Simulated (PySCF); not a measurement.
## C₆H₆FN: full NMR table

```yaml
Formula: C6H6FN
SMILES: C=C(F)C/C=C\C#N
Point_group_of_the_computed_structure: C1
Degrees_of_unsaturation: 4
Carbon_signals: 6
Proton_signals: 5
```

Bonds (- single, = double, # triple, : aromatic): C1=C2 1.328 Å, C2-F3 1.341 Å, C2-C4 1.495 Å, C4-C5 1.495 Å, C5=C6 1.342 Å, C6-C7 1.427 Å, C7#N8 1.160 Å. C1 carries H9, H10; C4 carries H11, H12; C5 carries H13; C6 carries H14. Stereochemistry as in C=C(F)C/C=C\C#N. H10 is cis to F3; H9 is trans to F3.

Calculated, not measured (PySCF 2.14.0 with density-fitted response routines): structure optimised with PBE0-D3(BJ)/def2-SVP, shielding tensors at B3LYP/pcSseg-1 (GIAO), B3LYP/pcJ-1 coupling constants (spin–dipole term only in couplings to heteroatoms). Rapidly exchanging positions averaged, one conformer, non-relativistic Hamiltonian, no solvent.

Shifts are taken against calculated references (same method and geometry level): 1H (σref 31.38), 13C (σref 179.24) vs TMS; CFCl3 for 19F (σref 171.94); NH3 for 15N (σref 263.54).

| carbon | δC, type | δH (multiplicity, J in Hz) | HMBC from (abs. J ≥ 3 Hz) | span of the C tensor (ppm) |
| --- | --- | --- | --- | --- |
| C1 | 97.6, CH2 | H9 4.58 (ddt, 43.4, 2.4, 1.0); H10 4.79 (dd, 14.6, 2.4) | H11/H12 | 167 |
| C2 | 172.4, C | – | H13, H10, H9, H11/H12 | 168 |
| C4 | 40.1, CH2 | 3.26 (m) | H13, H14, H10, H9 | 30 |
| C5 | 159.4, CH | 6.64 (dt, 12.7, 9.0) | H11/H12 | 271 |
| C6 | 106.7, CH | 5.23 (dt, 12.7, 2.3) | H13, H11/H12 | 176 |
| C7 | 118.8, C | – | H13 | 347 |

Other nuclei:
| atoms | nucleus | environment | δ (ppm) | σ (ppm) |
| --- | --- | --- | --- | --- |
| F3 | 19F | vinylic fluorine | -95.2 | 267.1 |
| N8 | 15N | nitrile nitrogen | 333.1 | -69.6 |

Selected couplings (Hz, signed; the shortest-range and largest first, 30 at most; isotopes 13C, 19F, 1H, 15N): 1J(C2,F3) -331.9, 1J(C6,H14) 183.1, 1J(C1,H9) 175.1, 1J(C5,H13) 171.5, 1J(C1,H10) 171.2, 1J(C4,H11) 136.1, 1J(C1,C2) 94.6, 1J(C6,C7) 90.1, 1J(C5,C6) 80.0, 1J(C2,C4) 54.3, 1J(C4,C5) 44.9, 1J(C7,N8) -19.8, 2J(F3,C4) 23.9, 2J(C1,F3) 19.6, 2J(C1,C4) 8.7, 2J(C2,C5) -5.3, 2J(C6,N8) 4.2, 2J(H9,H10) -2.4, 3J(F3,H9) 43.4, 3J(F3,H11) 18.8, 3J(F3,H10) 14.6, 3J(H13,H14) 12.7, 3J(H11,H13) 9.0, 3J(C4,C7) 4.6, 3J(C2,C6) 4.2, 3J(C1,C5) 2.5, 3J(C5,N8) -1.7, 3J(N8,H14) -1.7, 4J(H11,H14) -2.3, 4J(C2,C7) -1.2.

1. Carbon types of the structure: 2 × C, 2 × CH, 2 × CH2, which accounts for all hydrogens.
2. δC 172.4: fully substituted alkene carbon.
3. δC 159.4, 106.7: alkene CH; as expected for a trigonal carbon in a double bond.
4. δC 118.8: nitrile carbon; C≡N carbons fall here, among the sp2 signals but without a proton.
5. δC 97.6: terminal =CH2 carbon.
6. δH 6.64, 5.23: hydrogen on an alkene CH; olefinic region.
7. The protons at 6.64 and 5.23 share a coupling of 12.7 Hz (vicinal, cis across C=C).

C–F couplings over four or more bonds (about 3 Hz to the para carbon of a fluoroarene) are left out. Common functionals overestimate the size of one-bond C–F couplings by tens of Hz; these are unscaled. Multiplet labels drop couplings under 1 Hz and merge nearly equal ones. Unscaled 3J(H,H) at this level run about 10 % above measured values. Shifts are as computed. Against solution values, carbons near 30 ppm lie about +2 ppm off and those near 130 ppm about +6 ppm. Of 1211 compounds with measured shifts, 218 miss one by over three times the rms of a fit or turn the order of signals round; such compounds aren't used in these exercises. Couplings across =CH–CH2 type bonds come from one rotamer and its mirror image, and can be 1–2 Hz further off. Unscaled 19F shifts against computed CFCl3 carry errors that often reach 10 to 50 ppm. Experimental scales use liquid or dissolved standards, which lie at an offset from isolated NH3 (liquid NH3: subtract about 20 ppm). Unscaled 15N shifts of sp2 nitrogen come out 20 to 40 ppm too high even then.
